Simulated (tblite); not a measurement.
Compound: C2H12N2OSi3.
Z-matrix (Å and degrees, GFN2-xTB geometry), rows numbered from 1:
```
C 
C   1  1.5289
N   2  1.4549  1  111.67
Si  3  1.7129  2  116.43  1   -96.55
N   4  1.7191  3  108.61  2  -141.37
Si  5  1.7262  4  125.14  3   175.18
O   4  1.6487  3   98.83  2   -22.12
Si  7  1.6222  4  117.08  3     7.61
H   1  1.0876  2  110.28  3  -178.48
H   1  1.0909  2  110.87  3   -58.30
H   1  1.0884  2  110.02  3    61.47
H   2  1.0980  1  108.00  3   118.40
H   3  1.0081  2  113.51  1    52.98
H   4  1.4581  3  120.55  2    90.78
H   5  1.0067  4  115.01  3    18.39
H   6  1.4660  5  104.65  4   174.42
H   6  1.4620  5  106.61  4    55.73
H   6  1.4666  5  113.79  4   -65.60
H   8  1.4580  2  112.28  1    -9.41
H   8  1.4593  2  112.74  1  -141.81
```

All values are computed: GFN2-xTB (tblite) harmonic vibrations without scaling, gas phase. The method is semi-empirical: single wavenumbers can be off by several per cent or more. Modes of hydrogen on silicon can be 10 to 20 % off. One conformer, not necessarily the lowest.

Harmonic wavenumbers (cm⁻¹): 27.7, 64.9, 77.3, 98.9, 132.7, 194.5, 230.9, 254.1, 265.0, 329.3, 355.7, 409.4, 480.0, 518.8, 539.2, 564.7, 580.6, 585.5, 616.2, 630.9, 673.3, 730.3, 741.1, 760.9, 763.7, 800.9, 804.5, 835.9, 853.1, 943.9, 984.7, 998.2, 1007.0, 1074.8, 1139.7, 1180.4, 1189.4, 1307.2, 1334.8, 1402.4, 1495.2, 1506.8, 2213.6, 2230.4, 2261.3, 2285.3, 2300.3, 2306.0, 2875.6, 2987.7, 3022.4, 3028.2, 3449.5, 3479.6.

A = 2848, B = 656.4, C = 579.1 MHz; mass 164.026 u (most abundant isotopes); point group C1, symmetry number 1.

Task: Zero-point energy?

Result: ½Σν̃ = 30962 cm⁻¹ = 88.53 kcal/mol.

Task: Give the ideal-gas entropy at 298.15 K and 1 bar in the rigid-rotor, harmonic-oscillator model (classical rotation).

Result: Translation 41.22, rotation 30.07, vibration 38.35: S = 109.6 cal/(mol K).

Task: And Cp and H(298.15 K) − H(0)?

Result: Cp = 47.79 cal/(mol K), of which vibrations give 39.84 (their classical limit is 54 R = 107.3); H(298.15 K) − H(0) = 8.32 kcal/mol without the zero-point energy, 5.95 from vibrations.

Task: What must be added to the electronic energy to get the Gibbs energy at 298.15 K and 1 bar?

Result: ZPE + [H(298.15 K) − H(0)] − T·S = 88.53 + 8.32 − 32.69 = 64.16 kcal/mol.

Task: Which modes carry the vibrational entropy at 298.15 K?

Result: 27.7 cm⁻¹: 5.99; 64.9 cm⁻¹: 4.30; 77.3 cm⁻¹: 3.96; 98.9 cm⁻¹: 3.48; 132.7 cm⁻¹: 2.91; 194.5 cm⁻¹: 2.18 cal/(mol K); the other 48 give 15.54 together.

Task: Blend soft modes into free rotors: weight 1/[1 + (100 cm⁻¹/ν̃)⁴] for the oscillator and the rest for a rotor with moment μB/(μ + B), μ = h/(8π²ν), B = 10⁻⁴⁴ kg m². What vibrational entropy results?

Result: 34.66 cal/(mol K) in place of 38.35, which changes −T·S at 298.15 K by +1.10 kcal/mol.

Hindered rotation and anharmonicity are outside this model. Other conformers, if any are populated, would add a mixing term that is left out. The structure is chiral; the term R ln 2 for an equal mix with its mirror image is left out.

The run took 0.9 s on one thread, Arm Neoverse V2 (aarch64), no GPU, shared host with 192 logical CPUs at a one-minute load of 25. The figure is for the frequency step alone.
